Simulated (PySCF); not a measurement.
**Spin-rotation constants: `C=CCC#C[C+](C)C`, [C₈H₁₁]+, charge +1**

Cartesian coordinates in Å; atom numbers follow the order of the lines, from 1:
```xyz
19

C     2.975    0.885    0.144
C     3.083   -0.416   -0.057
C     1.956   -1.339   -0.436
C     0.645   -0.817   -0.329
C    -0.478   -0.346   -0.216
C    -1.741    0.157   -0.099
C    -2.890   -0.634   -0.542
C    -1.947    1.489    0.472
H     2.035    1.405    0.051
H     3.829    1.483    0.405
H     4.039   -0.912    0.025
H     2.003   -2.253    0.174
H     2.103   -1.690   -1.468
H    -2.702   -1.705   -0.497
H    -3.076   -0.394   -1.596
H    -3.795   -0.369    0.001
H    -2.169    1.365    1.538
H    -1.063    2.120    0.401
H    -2.817    1.980    0.037
```

Total charge +1.

Computed, not measured: GIAO HF/pcSseg-1 magnetisability, rotational g tensor and spin-rotation constants, non-relativistic, gas phase (PySCF). Geometry: GFN2-xTB.

For an ion the centre-of-mass motion in the field is neglected.

**Question.** Give the nuclear spin-rotation constants along the inertial axes (H = +C I·J) beside the isotropic shieldings.

**Answer.** Rotational constants 4.4881, 0.9160, 0.7741 GHz. A star marks the isotopologue with that one atom substituted, in its own axes.
```csv
atom,isotope,Caa (kHz),Cbb (kHz),Ccc (kHz),mean (kHz),σ (ppm)
H9,1H,0.256,-0.084,-0.101,0.024,26.2
H10,1H,0.026,-0.031,-0.098,-0.034,25.8
H11,1H,0.304,-0.097,-0.092,0.038,25.8
H12,1H,-0.459,-0.063,-0.029,-0.183,27.6
H13,1H,-0.438,-0.063,-0.030,-0.177,27.4
H14,1H,-0.515,0.005,-0.088,-0.199,28.4
H15,1H,-0.514,-0.113,-0.001,-0.209,28.9
H16,1H,0.026,-0.107,-0.084,-0.055,28.2
H17,1H,-0.591,-0.094,-0.003,-0.229,28.8
H18,1H,-0.198,-0.051,-0.094,-0.114,28.4
H19,1H,-0.082,-0.095,-0.076,-0.085,28.2
C1,13C*,2.147,0.264,0.090,0.833,64.6
C2,13C*,2.204,0.256,0.098,0.853,62.3
C3,13C*,0.667,0.129,0.098,0.298,166.5
C4,13C*,3.115,0.456,0.265,1.278,-77.7
C5,13C*,-0.154,0.299,0.278,0.141,116.3
C6,13C*,3.694,0.587,0.084,1.455,-87.7
C7,13C*,0.776,0.148,0.107,0.344,153.8
```
For the geometry as given, no vibrational averaging.

**Question.** How do the rotational constants and the g tensor change when H9, H10, H11, H12, H13, H14, H15, H16, H17, H18, H19 are replaced by deuterium?

**Answer.** Constants 3.4536, 0.7808, 0.6545 GHz; g -0.0298, 0.0044, 0.0115, against -0.0386, 0.0053, 0.0137 before.
